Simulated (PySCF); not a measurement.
## Sc: ionisation energy

Sc [Ar] 3d1 4s2 (2D) → Sc⁺ [Ar] 3d1 4s1 (3D), as a difference of total energies. Calculation: PySCF 2.14, in aug-cc-pVDZ (7s6p4d2f, 59 functions); no relativity, point nucleus. Correlated levels: valence: [Ar] frozen. The calculations carry no spin-orbit coupling.

```
           method  ionisation energy (eV)
              UHF                   5.368
            B3LYP                   6.557
    MP2 (valence)                   6.025
SCS-MP2 (valence)                   6.157
```

Q: How much does correlation contribute at MP2 (valence)?

A: 6.025 − (5.368) = 0.657 eV, measured against UHF.

These non-relativistic numbers lack the scalar-relativistic shift.

Errors of the correlated levels include the incompleteness of this basis and the frozen core.

MP2 underrates the near-degeneracy of ns² with np² in the lower species.

For comparison: 6.562 eV (measured; NIST levels, between the centres of gravity of the two terms).
